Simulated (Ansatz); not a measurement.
Geometry optimisation, RKS revPBE-D4/6-31G* in Ansatz.

Input file:

```yaml
crystal:
  periodic: [false, false, false]
  atoms:
    - { symbol: B, position_ang: [0.247751, 0.744472, -0.208424] }
    - { symbol: O, position_ang: [-0.2499, -0.547343, 1.993936] }
    - { symbol: H, position_ang: [-1.199332, -0.583333, 1.763088] }
    - { symbol: C, position_ang: [1.511271, -0.098261, -0.620288] }
    - { symbol: H, position_ang: [1.316487, -1.184104, -0.587734] }
    - { symbol: H, position_ang: [1.743584, 0.159018, -1.67541] }
    - { symbol: H, position_ang: [2.414216, 0.114133, -0.02417] }
    - { symbol: H, position_ang: [-0.857256, 0.435078, -0.594069] }
    - { symbol: P, position_ang: [0.343276, 2.371049, 0.801932] }
    - { symbol: H, position_ang: [1.627614, 2.889335, 0.446022] }
    - { symbol: H, position_ang: [-0.447987, 3.262352, 0.013977] }
    - { symbol: H, position_ang: [-0.162724, 0.355904, 2.39934] }
basis:
  gaussian: { orbitals: "6-31G*" }
hamiltonian:
  xc: revpbe
  dispersion: d4
relax:
  f_tol: 0.03
  max_steps: 50
```

Run as:

```bash
$ ansatz run input.yaml --threads 1 --pin off --max-ram 2048MiB --backend cpu --events-out ev --progress --plain --runs-dir out
```

Q: Where does it end, and by what steps?

A: It converged. After 6 steps the energy has fallen by 0.234 eV; O2 moved furthest, 0.44 Å.

| step | energy less start (eV) | largest force component (eV/Å) | accepted |
| --- | --- | --- | --- |
| 0 | 0.0000 | 0.565 | yes |
| 1 | -0.0293 | 1.083 | yes |
| 2 | -0.1452 | 0.793 | yes |
| 3 | -0.1875 | 0.740 | yes |
| 4 | -0.2265 | 0.180 | yes |
| 5 | -0.2300 | 0.108 | yes |
| 6 | -0.2336 | 0.030 | yes |

```xyz
12
Properties=species:S:1:pos:R:3
B 0.166 0.584 0.081
O -0.161 -0.340 1.614
H -1.131 -0.488 1.593
C 1.469 -0.121 -0.512
H 1.328 -1.206 -0.678
H 1.695 0.330 -1.498
H 2.372 0.012 0.113
H -0.900 0.399 -0.477
P 0.355 2.397 0.869
H 1.599 2.819 0.299
H -0.470 3.176 -0.002
H -0.035 0.357 2.306
```

Time of the run: 9 s on 1 thread of AMD EPYC 9R45 96-Core Processor (Zen 5), on a shared host, peak memory 0.16 GiB.
